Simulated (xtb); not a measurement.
SnBr2, SMILES [Br][Sn][Br] (connectivity only; charge and spin as stated), neutral, multiplicity 1. All values are semi-empirical tight-binding results from xtb (GFN2-xTB unless named), good for trends rather than for accurate numbers. The structure is a stationary point at GFN2-xTB. The isomer is the one that the SMILES or the coordinates give; other isomers of the formula were not compared.

For metal compounds this method's bond lengths and energies can be far off.

Task: Estimate the properties. (The exact figures need the calculation; the answer reports its results.)

Result: 
| Quantity | Result |
|---|---|
| point group as xtb finds it | C2v |
| orbital gap | 3.78 eV |
| zero-point energy | 0.8 kcal/mol |
| G − E(el) at 298.15 K (modified RRHO) | -19.2 kcal/mol |
